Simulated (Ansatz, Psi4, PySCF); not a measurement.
Br3Ga, charge +1, doublet, at a GFN2-xTB geometry (such geometries of metal compounds can be far from the true shape) (a state made from the parent by changing its charge; the spin is typed, not shown lowest). Base run: BHANDHLYP/def2-SVP in PySCF.

Input for PySCF:
```python
from pyscf import gto, scf, dft

mol = gto.M(
    atom='''
Ga    0.00000000    0.00000000   -0.00000000
Br    2.23134831   -0.34155522   -0.68288190
Br   -0.79598335   -1.01028512    1.97677450
Br   -1.43536497    1.35184034   -1.29389260
''',
    basis='def2-svp',
    charge=1,
    spin=1,
    verbose=4,
)

mf = dft.UKS(mol)
mf.xc = 'bhandhlyp'
mf.kernel()
```

The same geometry, method and basis name were run in Ansatz (a quantum-chemistry and plane-wave program) and Psi4 and PySCF, at each program's defaults and at the settings that a row names. The base is PySCF at its defaults. Differences at the defaults can come from grids, fitting, cores and function types together.

| code and settings | ΔE vs base (mEh) | basis functions | E (Eh) | SCF cycles |
|---|---|---|---|---|
| PySCF, defaults (exact integrals, its default grid, spherical functions) | 0.000 | 128 | -9645.85560 | 10 |
| Psi4, defaults (density fitting with its default set, its default grid, spherical functions) | 0.138 | 128 | -9645.85546 | 11 |
| Ansatz, defaults (factorised integrals, its default grid, spherical functions) | 0.003 | 128 | -9645.85559 | - |
| PySCF, density fitting with def2-universal-jkfit | 0.083 | 128 | -9645.85551 | 10 |
| PySCF, fine grid | -0.003 | 128 | -9645.85560 | 10 |
| Psi4, exact integrals, spherical functions, fine grid | 0.001 | 128 | -9645.85560 | 20 |

Open shells are given as the SCF converged; they aren't shown to be the lowest states, and a large step between rows can be another state.
